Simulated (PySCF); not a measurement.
C5H12Si. Atoms are numbered in the order given.

```xyz
18

Si     2.2326     0.4609     0.5424
C      0.7743    -0.7404     0.5115
C     -0.3443    -0.3368    -0.4408
C     -1.6802    -1.1259    -0.4367
C     -2.4162     0.2086    -0.6936
C     -1.1689     0.9463    -0.1561
H      2.8153     0.6048    -0.8283
H      3.3020    -0.0333     1.4633
H      1.7997     1.8143     1.0090
H      1.1607    -1.7421     0.2450
H      0.3766    -0.8305     1.5402
H      0.0414    -0.2929    -1.4769
H     -1.8947    -1.5133     0.5743
H     -1.8037    -1.9475    -1.1612
H     -3.3784     0.3781    -0.1851
H     -2.5549     0.3895    -1.7719
H     -1.2460     1.1212     0.9314
H     -0.8621     1.8884    -0.6394
```

The structure is a stationary point at r2SCAN-D4/def2-SVP. The values are those of a single conformer.

Method: PySCF with PBE/pcSseg-1.

GIAO shieldings, no solvent; atoms listed in one row are averaged. δ = σ(ref) − σ: ²⁹Si against TMS (σ = 335.4 ppm); ¹³C against TMS (σ = 182.0 ppm); ¹H against TMS (σ = 31.49 ppm), references at their B3LYP-D3(BJ)/def2-TZVP geometries, non-relativistic.

Computed chemical shifts:
```tsv
nucleus	atoms	count	δ (ppm)
²⁹Si	Si1	1	-74.3
¹³C	C3	1	41.9
¹³C	C4	1	39.9
¹³C	C6	1	36.2
¹³C	C5	1	23.8
¹³C	C2	1	21.8
¹H	H7, H8, H9	3	4.13
¹H	H12	1	2.53
¹H	H14	1	2.46
¹H	H18	1	2.39
¹H	H16	1	2.10
¹H	H15	1	2.01
¹H	H13	1	1.87
¹H	H17	1	1.79
¹H	H10	1	1.43
¹H	H11	1	0.95
```
